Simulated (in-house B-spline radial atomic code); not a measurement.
Spin-orbit splittings of orbital energies (j = l + 1/2 less j = l - 1/2) and ratios of mean radii (lower j over upper j) along the 13-electron series, configuration [Ne] 3s2 3p1. Computed with an all-electron radial atomic-structure program (B-spline basis): Dirac-Hartree-Fock, average of the configuration, finite nuclei.

| ion | Z | splitting of 2p (eV) | radius ratio of 2p | splitting of 3p (eV) | radius ratio of 3p |
| --- | --- | --- | --- | --- | --- |
| Ge19+ | 32 | 32.999 | 0.9815 | 7.0164 | 0.99 |
| As20+ | 33 | ? | ? | ? | ? |
| Se21+ | 34 | 43.268 | 0.97908 | 9.4512 | 0.98867 |
| Br22+ | 35 | 49.235 | 0.97781 | 10.884 | 0.98797 |
| Kr23+ | 36 | 55.813 | 0.9765 | 12.474 | 0.98725 |
| Rb24+ | 37 | 63.042 | 0.97515 | 14.235 | 0.9865 |
| Sr25+ | 38 | ? | ? | ? | ? |
| Zr27+ | 40 | 89.096 | 0.97084 | 20.664 | 0.98411 |
| Nb28+ | 41 | ? | ? | ? | ? |
| Mo29+ | 42 | 110.59 | 0.96776 | 26.04 | 0.9824 |

(1) Fill in the row of As20+.

(2) Fill in the row of Sr25+.

(3) Fill in the row of Nb28+.

(4) With what power of Z does the column «splitting of 3p (eV)» change over this range?

Answers

(1) splitting of 2p (eV): 37.868; radius ratio of 2p: 0.98031; splitting of 3p (eV): 8.1656; radius ratio of 3p: 0.98935.

(2) splitting of 2p (eV): 70.968; radius ratio of 2p: 0.97375; splitting of 3p (eV): 16.179; radius ratio of 3p: 0.98573.

(3) splitting of 2p (eV): 99.396; radius ratio of 2p: 0.96932; splitting of 3p (eV): 23.233; radius ratio of 3p: 0.98327.

(4) A fit of the logarithm of its size against log Z from Z = 32 to 42 has slope 4.82. An unscreened hydrogenic electron would give 4 at low Z; screening makes the apparent power larger near the neutral end, and relativity raises it again at high Z.
